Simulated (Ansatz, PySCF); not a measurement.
C2H3ClF2Si, SMILES F/C=C(/F)[SiH2]Cl.

The structure is a stationary point at PBE0-D3(BJ)/def2-SVP. The structure was generated by enumeration; whether it is a known compound was not checked. One conformer was computed; it need not be the lowest.

Vertical ionisation energy (IE) and electron affinity (EA) in eV. Rows of orbital energies are one-electron estimates. Where ΔSCF, EOM or ADC give a negative EA the extra electron is unbound and the value depends on the basis.

```csv
level,IE,EA
"−ε(HOMO), −ε(LUMO), M06-2X/def2-TZVP (PySCF)",___,___
"−ε(HOMO), −ε(LUMO), PBE/def2-TZVP (PySCF)",6.47,1.95
"ΔSCF, CAM-B3LYP/def2-SVPD (Ansatz), final states of multiplicity 2 and 2",10.28,-0.61
"ΔSCF, PBE/def2-SVPD (Ansatz), final states of multiplicity 2 and 2",9.83,-0.44
```

Task: Fill in the missing entries. (Estimate from the structure and the level; the computed values follow.)

Result: 
- −ε(HOMO), −ε(LUMO), M06-2X/def2-TZVP (PySCF), IE: 9.10
- −ε(HOMO), −ε(LUMO), M06-2X/def2-TZVP (PySCF), EA: 0.17

Task: What vertical singlet–triplet gap does ΔSCF give with CAM-B3LYP/def2-SVPD (Ansatz, a first-principles code) and with PBE/def2-SVPD (Ansatz)? (The exact figures need the calculation; the answer reports its results.)

Result: 3.88 and 3.86 eV (triplet above singlet where positive).
